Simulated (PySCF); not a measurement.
# Basis-set dependence of GaH at CCSD(T)

PySCF, RHF reference; singlet, unpaired electrons none; De to Ga + H without counterpoise correction. Frozen cores follow the default of each basis and core potential.

```csv
basis,relativity,functions,Re (Å),ωe (cm⁻¹),De (eV),frozen orbitals
cc-pVDZ-PP/cc-pVDZ,scalar-relativistic core potentials,28,1.675,1584,2.79,4
x2c-SVPall,spin-free X2C,37,1.657,1653,2.82,9
def2-SVPD,no relativity,46,1.667,1629,2.90,9
jorge-DZP-DKH,spin-free X2C,48,1.643,1677,2.95,9
cc-pVTZ-PP/cc-pVTZ,scalar-relativistic core potentials,53,1.658,1652,3.00,4
x2c-TZVPPall,spin-free X2C,62,1.660,1611,2.97,9
def2-TZVPPD,no relativity,71,1.664,1621,3.00,9
```

**Question.** How does each smaller set differ from the one with most functions, def2-TZVPPD?

**Answer.** cc-pVDZ-PP/cc-pVDZ: +1.1 pm, -2.3 % in ωe, -0.21 eV in De; x2c-SVPall: -0.7 pm, +2.0 % in ωe, -0.18 eV in De; def2-SVPD: +0.3 pm, +0.5 % in ωe, -0.10 eV in De; jorge-DZP-DKH: -2.1 pm, +3.5 % in ωe, -0.05 eV in De; cc-pVTZ-PP/cc-pVTZ: -0.6 pm, +1.9 % in ωe, +0.00 eV in De; x2c-TZVPPall: -0.4 pm, -0.6 % in ωe, -0.03 eV in De. All at CCSD(T); the set with most functions is neither the basis-set limit nor always the best. The rows treat relativity differently, so the differences are not basis effects alone.

Correlated steps freeze the inner cores (4 to 9 orbitals); shallow outer-core shells are correlated. Correlated levels converge slowly with the basis: in double zeta they bind strong bonds too weakly, by up to about 1 eV, and carry superposition errors of some tenths. Where the molecule has an RHF reference, its open-shell atoms are computed with UHF.
